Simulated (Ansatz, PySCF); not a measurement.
C₃H₆FNSi, SMILES F[SiH2]N1C=CC1. Atoms are numbered in the order given.

```xyz
12

F      1.9822    -0.1123     1.2020
Si     1.3608     0.0455    -0.2959
N     -0.3515     0.0085    -0.3431
C     -1.3507    -0.9823    -0.3136
C     -2.3806    -0.1566    -0.0395
C     -1.4093     0.9999    -0.0215
H      1.7961     1.3763    -0.7896
H      1.8606    -1.1084    -1.0858
H     -1.2006    -2.0512    -0.4872
H     -3.4544    -0.2560     0.0914
H     -1.2574     1.4927     0.9530
H     -1.5298     1.7596    -0.8111
```
Charge 0, spin multiplicity 1.

Geometry: PBE0-D3(BJ)/def2-SVP. This is a generated structure with no PubChem entry under its InChIKey; it may be hypothetical. One conformer was computed; it need not be the lowest.

Two levels are set side by side: PBE-D3(BJ)/def2-SVP (Ansatz, a program for electronic structure) and PBE0-D3(BJ)/def2-SVP (Ansatz). Each level has its own optimised geometry; the coordinates shown are those of the second. Frequencies come from the Hessian of PySCF at each geometry. Differences are taken from unrounded values.

```tsv
quantity	PBE0-D3(BJ)	PBE-D3(BJ)	PBE-D3(BJ) minus PBE0-D3(BJ)
mean bond length (Å)	1.371	1.381	0.011
bond F1–Si2 (Å)	1.629	1.645	0.016
bond Si2–N3 (Å)	1.713	1.728	0.015
bond N3–C4 (Å)	1.408	1.417	0.009
bond N3–C6 (Å)	1.485	1.499	0.014
bond C4–C5 (Å)	1.348	1.362	0.013
bond C5–C6 (Å)	1.510	1.519	0.008
bond Si2–H7 (Å)	1.485	1.496	0.011
bond Si2–H8 (Å)	1.485	1.496	0.011
bond C4–H9 (Å)	1.093	1.101	0.008
bond C5–H10 (Å)	1.086	1.094	0.007
bond C6–H11 (Å)	1.102	1.111	0.009
bond C6–H12 (Å)	1.102	1.111	0.009
highest harmonic wavenumber (cm⁻¹)	3309	3220	-89
mean harmonic wavenumber (cm⁻¹)	1263	1217	-46
zero-point energy (kcal/mol)	54.15	52.18	-1.97
```

Exact exchange shortens and stiffens bonds; PBE has none. Differences between two approximate levels are no errors against the true value.
